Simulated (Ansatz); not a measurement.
Si2Se4. The state is a triplet with charge 0. Geometry PBE0-D4/def2-SVP; atoms count from 1.

Cartesian coordinates in Å:
```
Si 0.816 0.857 -0.602
Si -0.433 -1.134 1.199
Se 0.014 1.145 1.480
Se 1.752 2.207 -1.871
Se 0.396 -1.342 -0.968
Se -2.546 -1.732 0.762
```

At PBE0-D4/def2-TZVP a singlet of charge 0 lies 1.60 eV below the triplet, each at its own geometry. The structure comes from a short search, and lower isomers may exist.

Q: Estimate the Mulliken populations from the PBE0/def2-TZVP orbitals of Ansatz.

A: 
```csv
atom,charge (e),spin (α − β)
Si1,0.34,0.00
Si2,0.19,0.53
Se3,-0.10,0.12
Se4,-0.25,0.09
Se5,-0.09,0.21
Se6,-0.09,1.05
```
Mulliken values and Mayer orders depend strongly on the basis.

Q: Where does the spin sit?

A: Summed by element: Si 0.52, Se 1.48, of 2 unpaired in all. Largest on single atoms: Se6 1.05, Si2 0.53, Se5 0.21.

Q: And the Mayer bond orders between bonded heavy atoms (over 0.3)?

A: Si1–Se3 1.18 (2.25 Å); Si1–Se4 2.07 (2.08 Å); Si1–Se5 1.11 (2.27 Å); Si2–Se3 1.03 (2.34 Å); Si2–Se5 1.04 (2.33 Å); Si2–Se6 1.32 (2.24 Å).
